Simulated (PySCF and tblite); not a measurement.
Values are calculated unless marked as measured or tabulated.
System: C5H3FO2S2, numbered as in [CH3:1][S:2][S:3][c:4]1[c:5]([F:6])[c:7](=[O:8])[c:9]1=[O:10].

Level: PBE0/pcSseg-1 + D3(BJ) on GFN2-xTB stationary points, with GFN2-xTB thermal terms. Rate constants are transition-state-theory values, counting equivalent paths, without tunnelling. Run with tblite and PySCF.

Task: How high is the barrier to the rotation about the S2–S3 bond (torsion C1–S2–S3–C4 from -82° to 82°, rising), through which structure does it pass, and what rate follows at 298 K?

Result: The electronic barrier is 11.1 kcal/mol and ΔG‡(298 K) 11.4 kcal/mol, over a Cs saddle with an imaginary mode of 104i cm⁻¹ (GFN2-xTB). With 1 equivalent path, k is 2.8×10⁴ s⁻¹, a mean lifetime of the start of 36 µs against this motion.
